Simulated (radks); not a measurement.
Task: These are the eigenvalues of the occupied orbitals of an atom or ion with whole-number occupations (hartree). All-electron calculation, scalar-relativistic Kohn-Sham, exchange-only LDA, spin-polarised, spherical densities, point nucleus. Program: a radial shooting solver on a logarithmic mesh with Libxc functionals.

orbital  eigenvalue
1s up     -388.5328
1s down   -388.5320
2s up     -59.89290
2s down   -59.83395
2p up     -53.94467
2p down   -53.89964
3s up     -17.07175
3s down   -16.98417
3p up     -15.21660
3p down   -15.12865
3d up     -12.33516

Which element is it, and in what charge state? The configuration may be excited. Open shells, if any, are filled with parallel spins first.

Result: Z = 31, gallium, charge +12: Ga12+ in [Ar] 3d1. The list shows which subshells hold electrons but not how many an open one holds; the 1s level, -388.53 hartree, gives Z - s = 27.9 by -(Z - s)^2/2, which with screening and relativity narrows Z to a few neighbours, and the depths of the outer levels then fix element, charge and occupations together.
